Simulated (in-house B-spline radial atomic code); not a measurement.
A fraction x of an electron is added to 3p in neutral sulfur, starting from [Ne] 3s2 3p4 and keeping the highest spin. All numbers are computed (non-relativistic BP86, spin-polarised, spherical fractional occupations; point nucleus) with a radial B-spline atomic code at the basis-set limit, not measured.

```tsv
x	E(x) - E(0) (eV)	3p down level (eV)
0	0.0000	-6.143
0.1	-0.5738	-5.335
0.2	-1.0676	-4.544
0.3	-1.4831	-3.770
0.4	-1.8221	-3.015
0.5	?	?
0.6	?	?
0.7	-2.4014	-0.883
0.8	-2.4565	-0.226
```

(1) What belongs in the row x = 0.5?

(2) What belongs in the row x = 0.6?

(3) Check Janak's theorem between x = 0.1 and 0.2.

(4) Up to what added charge does this functional bind the extra electron?

## Answers

(1) An energy change of -2.0867 eV; 3p down at -2.280 eV.

(2) An energy change of -2.2790 eV; 3p down at -1.569 eV.

(3) The slope of the energy is -4.94 eV; the orbital levels give -4.94 eV (ε of the filling orbital, averaged over the two points).

(4) The highest level rises by about 6.6 eV per electron near x = 0.8 and would reach zero near x = 0.83, so a whole extra electron isn't bound at the basis-set limit.
